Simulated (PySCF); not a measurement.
Compound: C₂H₄ClF₃Si.
Z-matrix (Å and degrees, PBE0-D3(BJ)/def2-SVP geometry), rows numbered from 1:
```
F 
C   1  1.3476
F   2  1.3506  1  107.86
C   2  1.5139  1  111.34  3  -118.56
F   4  1.3776  2  109.15  1   -77.41
Si  4  1.9149  2  115.01  1    45.54
Cl  6  2.0575  4  109.63  2   -78.25
H   2  1.1051  1  108.32  3   118.51
H   4  1.1059  2  106.41  1   165.53
H   6  1.4860  4  109.88  2    43.44
H   6  1.4869  4  107.21  2   164.37
```

Method: PBE0-D3(BJ)/def2-SVP geometry optimisation, gas phase in PySCF.

Take the most abundant isotopes and a rigid rotor. The values belong to one conformer with, in the numbering `[F:1][CH:2]([F:3])[C@@H:4]([F:5])[SiH2:6][Cl:7]`, F1–C2–C4–F5 -77°, C2–C4–Si6–Cl7 -78°.

(1) What are A, B and C (MHz)?

(2) What kind of rotor is it?

(3) Is it planar, by Δ = Ic − Ia − Ib?

(4) Give the other two planar moments, Paa and Pbb, and the rms extents of the mass along the axes.

(5) List the rotational levels J(Ka,Kc) to J = 2 (K).

(6) Predict some low-J microwave lines.

(7) Estimate the classical rotational partition function at 10 K, 50 K and 100 K.

Answers

(1) Ia = 200.48, Ib = 451.01, Ic = 473.94 u·Å²; 505379 MHz·u·Å²/I gives A = 2521, B = 1121, C = 1066 MHz.

(2) A near-prolate asymmetric top; Ray's κ = -0.925.

(3) Not planar: Δ = Ic − Ia − Ib = -177.54 u·Å². For a rigid frame Δ = −2 Σ m c², so Σ m c² = 88.77 u·Å² lies off the ab plane: 9.26 from hydrogen and 79.51 from heavier atoms. The atom farthest from that plane is 1.95 Å away.

(4) Paa = Σ m a² = (Ib + Ic − Ia)/2 = 362.23 and Pbb = Σ m b² = (Ia + Ic − Ib)/2 = 111.71 u·Å². With the mass M = 147.97 u, the rms extents √(P/M) along a, b and c are 1.56, 0.87, 0.77 Å.

(5) Above 0(0,0), as E/k:
J = 1: 1(0,1) 0.105, 1(1,1) 0.172, 1(1,0) 0.175
J = 2: 2(0,2) 0.315, 2(1,2) 0.379, 2(1,1) 0.387, 2(2,1) 0.589, 2(2,0) 0.589
The levels of one J sum to (2J + 1)J(J + 1)(A + B + C)/3.

(6) The dipole components are |μa| = 1.28 D, |μb| = 1.19 D, |μc| = 1.49 D. Intensities carry the squares of the components, which stand as 0.74 : 0.64 : 1.00 (a : b : c). Some of the stronger lines:

| type | branch | J(Ka,Kc) | MHz | lower level (cm⁻¹) |
| --- | --- | --- | --- | --- |
| c | Q | 2(1,2) ← 2(0,2) | 1348 | 0.219 |
| c | Q | 1(1,1) ← 1(0,1) | 1400 | 0.073 |
| b | Q | 1(1,0) ← 1(0,1) | 1454 | 0.073 |
| b | Q | 2(1,1) ← 2(0,2) | 1510 | 0.219 |
| a | R | 1(0,1) ← 0(0,0) | 2187 | 0.000 |
| b | R | 2(0,2) ← 1(1,1) | 2972 | 0.120 |
| b | R | 1(1,1) ← 0(0,0) | 3587 | 0.000 |
| c | R | 1(1,0) ← 0(0,0) | 3641 | 0.000 |
| c | Q | 2(2,1) ← 2(1,1) | 4201 | 0.269 |
| b | Q | 2(2,0) ← 2(1,1) | 4202 | 0.269 |
| a | R | 2(1,2) ← 1(1,1) | 4320 | 0.120 |
| b | Q | 2(2,1) ← 2(1,2) | 4363 | 0.264 |
| a | R | 2(0,2) ← 1(0,1) | 4372 | 0.073 |
| a | R | 2(1,1) ← 1(1,0) | 4428 | 0.121 |
| b | R | 2(1,2) ← 1(0,1) | 5720 | 0.073 |
| c | R | 2(1,1) ← 1(0,1) | 5882 | 0.073 |
| b | R | 2(2,1) ← 1(1,0) | 8629 | 0.121 |
| c | R | 2(2,0) ← 1(1,0) | 8630 | 0.121 |
| c | R | 2(2,1) ← 1(1,1) | 8683 | 0.120 |
| b | R | 2(2,0) ← 1(1,1) | 8685 | 0.120 |

(7) Point group C1, symmetry number σ = 1; q = (√π/σ)·√((kT/h)³/(ABC)), k/h = 20836.6 MHz/K: 3070 at 10 K, 34300 at 50 K, 97100 at 100 K.

Stationary, but not proved a minimum. These are rigid-rotor constants of the computed structure; measured ground-state constants (B0) also hold zero-point vibration. Quadrupole hyperfine structure (35Cl) is left out.

On Arm Neoverse V1, one thread (shared host), this took 53 s and 0.54 GiB of memory at its peak. That covers the optimisation of the geometry.
